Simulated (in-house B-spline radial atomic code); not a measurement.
Configurations of neutral xenon, with energies counted from [Kr] 4d10 5s2 5p6. Computed with a radial B-spline atomic code at the basis-set limit: scalar-relativistic (X2C) r2SCAN, spin-polarised, spherical fractional occupations, Fermi nucleus of rms radius 4.7859 fm. Shells without spins written out take the highest spin.

Occupations are held fixed; configurations that lie above the ionisation limit could autoionise.

| configuration | E - E(ref) (eV) | highest orbital | its <r> (bohr) |
| --- | --- | --- | --- |
| [Kr] 4d10 5s2 5p5 6d1 | 11.448 | 6d up | 14.64 |
| [Kr] 4d10 5s1 5p6 6f1 | 24.547 | 6f up | 46.18 |
| [Kr] 4d9 5s2 5p6 6d1 | 67.351 | 6d up | 14.44 |
| [Ar] 3d10 4s2 4p5 4d10 5s2 5p6 6s1 | 149.7 | 6s up | 5.743 |
| [Ar] 3d10 4s2 4p(3 up, 2 down) 4d10 5s2 5p6 6d(1 up, 0 down) | 152.21 | 6d up | 14.44 |
| [Ar] 3d9 4s2 4p6 4d10 5s2 5p6 5d1 | 678.86 | 5d up | 6.882 |
| [Ar] 3d9 4s2 4p6 4d10 5s2 5p6 6f1 | 680.47 | 6f up | 46.2 |

Order these further configurations by energy, lowest first.
A. [Kr] 4d10 5s1 5p6 5d1
B. [Kr] 4d10 5s2 5p(2 up, 3 down) 5f(1 up, 0 down)
C. [Kr] 4d10 5s(0 up, 1 down) 5p6 6d(1 up, 0 down)
D. [Kr] 4d9 5s2 5p6 5f1
E. [Kr] 4d10 5s2 5p(3 up, 2 down) 6f(0 up, 1 down)

B (12.068 eV), E (12.239 eV), A (22.911 eV), C (23.758 eV), D (67.984 eV).

How far above the reference does [Kr] 4d9 4f1 5s2 5p6 lie?

67.702 eV; its least bound orbital is 4f up with <r> = 17.97 bohr.

How far above the reference does [Ar] 3d9 4s2 4p6 4d10 4f1 5s2 5p6 lie?

680.01 eV; its least bound orbital is 4f up with <r> = 17.96 bohr.
